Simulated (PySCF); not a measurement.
Give a GFN2-xTB geometry of InChI=1S/C7H6/c1-2-3-4-7-5-6-7/h1,3-5H,6H2/b4-3+.

```xyz
13
C7H6 angstrom
C      3.679    0.481   -0.161
C      2.479    0.485   -0.238
C      1.080    0.494   -0.331
C      0.305   -0.494    0.157
C     -1.102   -0.478    0.060
C     -2.280   -1.013    0.276
C     -2.285    0.304   -0.435
H      4.726    0.477   -0.093
H      0.633    1.349   -0.822
H      0.755   -1.348    0.648
H     -2.892   -1.791    0.659
H     -2.600    1.198    0.095
H     -2.503    0.338   -1.498
```

Orientation and origin are arbitrary. Atoms count from 1 in this order. The 7 heavy atoms lie in one plane (0.001 Å rms). The 3-membered ring C5–C6–C7 has internal angles of 51.9° to 64.3°. The C–C distances run from 1.203 Å (C1≡C2, drawn triple) to 1.502 Å (C5–C7, drawn single), a spread of 0.299 Å.

Bonds between heavy atoms (Å): C1≡C2 1.203, C2–C3 1.402, C3=C4 1.347, C4–C5 1.411, C5=C6 1.312, C6–C7 1.497, C5–C7 1.502.

The geometry is computed with GFN2-xTB (gas phase).

Point group: Cs (tolerance 0.08 Å). No GFN2-xTB frequencies stand behind this structure, so it isn't proved a minimum. The numbers are those of one conformer (C3–C4–C5–C6 180°).
